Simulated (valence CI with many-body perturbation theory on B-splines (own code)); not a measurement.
# Which ion has this spectrum?

A relativistic CI+MBPT calculation for an atom or ion with 14 electrons gives these levels (eV):

```tsv
J	Parity	E	g
0	even	0.00	
1	even	67.22	1.50
2	even	73.45	1.19
2	even	145.18	1.30
0	even	158.84	
2	odd	166.13	1.63
1	odd	185.55	0.96
2	odd	210.51	0.77
2	odd	223.39	1.48
3	odd	231.93	1.23
1	odd	236.39	0.92
2	odd	247.51	1.22
3	odd	249.09	1.20
0	odd	251.73
```

The energies are calculated, and their last digits are not significant.

(1) Which is it?
A. Xe40+
B. Te38+
C. I39+
D. Ba42+

Answers

(1) C. I39+, ground level (3s^2 3p1/2^2) J=0.
